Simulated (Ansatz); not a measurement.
Gas-phase electronic energies from Ansatz, PBE0-D4/def2-TZVP geometries. CCSD(T)/CBS is the MP2 limit (def2-TZVPP, def2-QZVPP) plus CCSD(T) − MP2 in def2-TZVPP, frozen cores. This one scheme is used for every species. For Ge outer-core shells are correlated without core-valence functions, which leaves a few kJ/mol of doubt a bond. Scalar relativity is left out up to krypton. One conformer a species, not always the lowest.

`C#[C][AlH][GeH3]` + H₂O → `C#[C][AlH][OH]` + GeH₄  (formal hydrolysis of the Al–Ge bond)

`C#[C][AlH][GeH3]`:

```xyz
9

C    -0.491   -1.246    2.626
C    -0.602   -1.012    1.442
Al   -0.741   -0.609   -0.414
Ge    0.761    1.113   -1.353
H    -0.396   -1.454    3.668
H    -1.826   -1.378   -1.272
H     2.152    1.108   -0.692
H     0.970    0.956   -2.872
H     0.171    2.522   -1.134
```

H₂O:

Z-matrix (Å, degrees):
```
O
H 1 0.960
H 1 0.960 2 105.1
```

`C#[C][AlH][OH]`:

```xyz
7

C    -1.165    1.759    0.280
C    -0.630    0.674    0.240
Al    0.199   -1.041    0.188
O     1.591   -1.263   -0.746
H    -1.638    2.715    0.317
H    -0.352   -2.278    0.980
H     1.994   -0.565   -1.259
```

GeH₄:

Cartesian coordinates in Å:
```
Ge 0.000 0.000 0.000
H 0.827 0.051 1.291
H -0.547 1.399 -0.312
H -1.169 -0.978 0.179
H 0.889 -0.472 -1.158
```

```tsv
species	CCSD(T)/CBS(def2) energy (Eh)
`C#[C][AlH][GeH3]`	-2397.17485
H₂O	-76.37941
`C#[C][AlH][OH]`	-395.10198
GeH₄	-2078.49493
```

Problem. Work out ΔE.

Solution. ΔE = (-395.10198) + (-2078.49493) − (-2397.17485) − (-76.37941) = -0.04265 Eh = -112.0 kJ/mol.

Largest T1 diagnostic among the species: 0.014.

The D4 term adds +3.2 kJ/mol with B3LYP and +2.0 kJ/mol with PBE0; it sums over pairs of atoms, weighted by their polarisabilities, and B3LYP, whose exchange is more repulsive, gets the larger term. At CCSD(T), def2-SVP lies −12.7 kJ/mol from the extrapolated value and def2-TZVPP −3.7 kJ/mol.

B3LYP here is the variant with VWN-RPA as its local correlation; programs differ in this.
